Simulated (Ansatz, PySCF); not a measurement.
AlFH4O3Si, SMILES [SiH2](F)[O][Al]([OH])[OH]. Atoms are numbered in the order given.

```xyz
10

Si     1.9375    -0.0313    -0.2687
F      2.4385     0.2988     1.2444
O      0.3225     0.2012    -0.3552
Al    -1.3446    -0.0541    -0.1291
O     -1.9049    -1.6524    -0.0183
O     -2.4378     1.2437    -0.0428
H      2.2964    -1.4409    -0.5493
H      2.6279     0.9129    -1.1768
H     -2.8360    -1.8700     0.1054
H     -2.1789     2.1707    -0.0937
```

Geometry optimised at TPSSh-D3(BJ)/def2-SVP. The structure was generated by enumeration; whether it is a known compound was not checked. Other conformers were not sampled.

Two levels are set side by side: PBE-D3(BJ)/def2-SVP (Ansatz, an electronic-structure program) and TPSSh-D3(BJ)/def2-SVP (PySCF). Each level has its own optimised geometry; the coordinates shown are those of the second. Differences are taken from unrounded values.

```tsv
quantity	TPSSh-D3(BJ)
mean bond length (Å)	1.472
bond Si1–F2 (Å)	1.628
bond Si1–O3 (Å)	1.634
bond O3–Al4 (Å)	1.702
bond Al4–O5 (Å)	1.697
bond Al4–O6 (Å)	1.699
bond Si1–H7 (Å)	1.481
bond Si1–H8 (Å)	1.481
bond O5–H9 (Å)	0.964
bond O6–H10 (Å)	0.964
```

Task: What does PBE-D3(BJ) give, and how far is it from TPSSh-D3(BJ)? (Estimate from the structure and the level; the computed values follow.)

Result: 
```csv
quantity,PBE-D3(BJ),PBE-D3(BJ) minus TPSSh-D3(BJ)
mean bond length (Å),1.483,0.011
bond Si1–F2 (Å),1.637,0.010
bond Si1–O3 (Å),1.646,0.012
bond O3–Al4 (Å),1.712,0.010
bond Al4–O5 (Å),1.707,0.010
bond Al4–O6 (Å),1.709,0.010
bond Si1–H7 (Å),1.499,0.017
bond Si1–H8 (Å),1.497,0.017
bond O5–H9 (Å),0.970,0.006
bond O6–H10 (Å),0.970,0.006
```

Exact exchange shortens and stiffens bonds; PBE has none. Differences between two approximate levels are no errors against the true value.
